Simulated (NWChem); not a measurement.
# C4H6S; SMILES C1=CSCC1

```xyz
11

C      0.8897    -1.1758     0.0921
C      1.2796     0.1005     0.0251
S     -0.0256     1.2787    -0.2277
C     -1.2857    -0.0421     0.1131
C     -0.5895    -1.3985    -0.1277
H      1.5819    -2.0030     0.2190
H      2.2979     0.4675     0.0919
H     -1.5993     0.0585     1.1565
H     -2.1520     0.1157    -0.5323
H     -0.7629    -1.7461    -1.1584
H     -1.0060    -2.1649     0.5374
```
Atoms are numbered in this order, from 1.

The geometry was optimised at B3LYP/6-31G* (spherical d).

Task: Give the principal values of the shielding tensors (ppm) of C1, C2, S3, C4, C5 from PBE0/pcSseg-1, GIAO (NWChem), with their diamagnetic and paramagnetic parts as GIAO splits them.

Result: 
```
atom    σ11    σ22    σ33  isotropic  diamagnetic  paramagnetic
----  -----  -----  -----  ---------  -----------  ------------
C1    -40.3   81.3  134.0       58.3        253.3        -195.0
C2    -55.3   64.4  126.6       45.2        256.7        -211.4
S3    250.0  302.6  713.7      422.1       1054.2        -632.1
C4    103.9  160.0  172.7      145.5        249.2        -103.6
C5    117.2  155.4  166.6      146.4        246.2         -99.8
```
